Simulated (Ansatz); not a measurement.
## Molecular dynamics of H$_{4}$C$_{2}$O

The input (input.yaml):

```yaml
crystal:
  lattice:
    - [8.568989, 0.0, 0.0]
    - [0.0, 8.568989, 0.0]
    - [0.0, 0.0, 8.568989]
  atoms:
    - { symbol: O, position: [0.62107518, 0.09276808, -0.06100588] }
    - { symbol: C, position: [0.72873023, 0.03390381, -0.11803508] }
    - { symbol: O, position: [0.553578, 0.82405239, 0.3515799] }
    - { symbol: C, position: [0.59813749, 0.94484507, 0.33453673] }
    - { symbol: O, position: [0.18577956, 0.91890398, 0.63625255] }
    - { symbol: C, position: [0.20817838, 0.81425578, 0.55512039] }
    - { symbol: O, position: [-0.00968984, 0.50890532, 0.67708289] }
    - { symbol: C, position: [-0.02904785, 0.61356535, 0.60253236] }
    - { symbol: C, position: [0.4335151, 0.43779272, 0.58457089] }
    - { symbol: H, position: [0.36347285, 0.4998597, 0.49283651] }
    - { symbol: H, position: [0.35205014, 0.38109732, 0.66595864] }
    - { symbol: H, position: [0.49513959, 0.53411381, 0.65400974] }
    - { symbol: H, position: [0.50041147, 0.34421462, 0.52165261] }
    - { symbol: C, position: [0.13127486, 0.58788598, 0.04541379] }
    - { symbol: H, position: [0.03932177, 0.60868915, 0.1316801] }
    - { symbol: H, position: [0.14730364, 0.68042481, -0.0378237] }
    - { symbol: H, position: [0.09522574, 0.46755021, -0.00913178] }
    - { symbol: H, position: [0.23938501, 0.55895141, 0.11121127] }
    - { symbol: C, position: [0.66573736, 0.45926278, 0.20653874] }
    - { symbol: H, position: [0.75694173, 0.36586349, 0.19747259] }
    - { symbol: H, position: [0.62893625, 0.46916114, 0.32283773] }
    - { symbol: H, position: [0.56388406, 0.41811028, 0.13352719] }
    - { symbol: H, position: [0.71988376, 0.57237474, 0.1753697] }
    - { symbol: C, position: [0.14705278, 0.17755895, 0.3199985] }
    - { symbol: H, position: [0.09706402, 0.2339431, 0.42149042] }
    - { symbol: H, position: [0.21077473, 0.07224043, 0.34971414] }
    - { symbol: H, position: [0.2293625, 0.26666977, 0.26959503] }
    - { symbol: H, position: [0.05640287, 0.14958801, 0.23754915] }
basis:
  ecutwfc: 420.0
kpoints:
  mp_grid: { grid: [1, 1, 1] }
hamiltonian:
  xc: pbe
  dispersion: d3bj
scf:
  occupations: { method: fermi_dirac, width: 0.02 }
  lower_state_search: "off"
  max_iter: 60
md:
  timestep: 2.0
  n_steps: 200
  ensemble: nve
  temperature: 300.0
  initial_velocities: maxwell_boltzmann
  seed: 208370
```

Run as:

```bash
$ ansatz run input.yaml --threads 1 --pin off --max-ram 3072MiB --backend cpu --events-out ev --progress --plain --runs-dir out
```

It goes on from the last frame of an earlier run, with new velocities.

Output, in part (step lines):

```
md step     0: t =     0.00 fs  T =   300.0 K  F+E_penalty+E_count = -4529.34224207 eV  E_kin = 1.047006 eV  conserved = -4528.29523608 eV  (11 SCF iters)
[... lines left out ...]
```

The steps, from the saved trajectory:

```csv
time (fs),T (K),potential energy less start (eV),conserved less start (meV/atom)
0.0,300,0.000,0.00
12.0,299,0.030,0.95
24.0,298,0.015,0.31
36.0,288,0.077,1.20
48.0,309,-0.015,0.55
60.0,276,0.141,2.10
72.0,313,-0.033,0.44
84.0,296,0.042,0.97
96.0,307,0.010,1.21
108.0,306,0.002,0.83
120.0,299,0.036,1.18
132.0,304,-0.002,0.40
144.0,269,0.146,1.39
156.0,295,0.026,0.33
168.0,265,0.188,2.33
180.0,300,0.014,0.45
192.0,290,0.077,1.49
204.0,292,0.058,1.08
216.0,325,-0.070,0.66
228.0,317,-0.057,0.09
240.0,309,0.012,1.56
252.0,274,0.120,1.06
264.0,288,0.073,1.12
276.0,258,0.181,1.29
288.0,282,0.100,1.31
300.0,299,0.006,0.13
312.0,292,0.073,1.62
324.0,340,-0.130,0.37
336.0,317,-0.031,0.98
348.0,323,-0.053,1.02
360.0,315,-0.044,0.25
372.0,301,0.028,1.07
384.0,273,0.138,1.50
396.0,269,0.142,1.24
```

All steps were run. The conserved energy stayed within 2.4 meV per atom of its start (net change 0.94 meV per atom), so there is no drift, though single steps change it by up to 68 meV in the whole system, a sign of fast motions only just resolved. A step of 2 fs is long for free X–H stretches (periods near 10 fs) and can bias their spread and the temperature. A run of 0.4 ps of so small a system gives no equilibrium averages. Limits of this set-up: coarse k mesh.

Mean squared displacements from the first frame to the last, about the centre of mass: O 2.24 Å², C 2.09 Å², H 3.64 Å².

Last frame:

```xyz
28
Lattice="8.5690 0.0000 0.0000 0.0000 8.5690 0.0000 0.0000 0.0000 8.5690" Properties=species:S:1:pos:R:3
O 6.240 0.364 -1.263
C 5.684 -0.424 -0.654
O 4.592 8.059 2.466
C 4.569 8.533 3.484
O 0.913 7.995 6.772
C 1.030 8.007 5.639
O -1.293 2.892 5.308
C -0.295 2.899 4.811
C 3.739 4.140 5.258
H 3.209 5.041 5.209
H 4.674 4.169 4.751
H 3.251 3.252 4.799
H 3.807 3.888 6.311
C 2.683 6.155 0.960
H 3.677 6.523 1.207
H 2.155 5.881 1.862
H 2.906 5.297 0.281
H 2.201 6.948 0.473
C 6.489 3.867 1.534
H 7.218 3.084 1.506
H 6.255 4.038 2.566
H 5.530 3.428 1.140
H 6.905 4.827 1.089
C 1.439 2.069 1.498
H 1.524 2.813 2.266
H 2.424 1.758 1.195
H 0.888 2.559 0.595
H 0.778 1.165 1.751
```

The run took 5.7 min on 1 thread of AMD EPYC 9R14 (Zen 4) (shared host), peak memory 0.67 GiB.
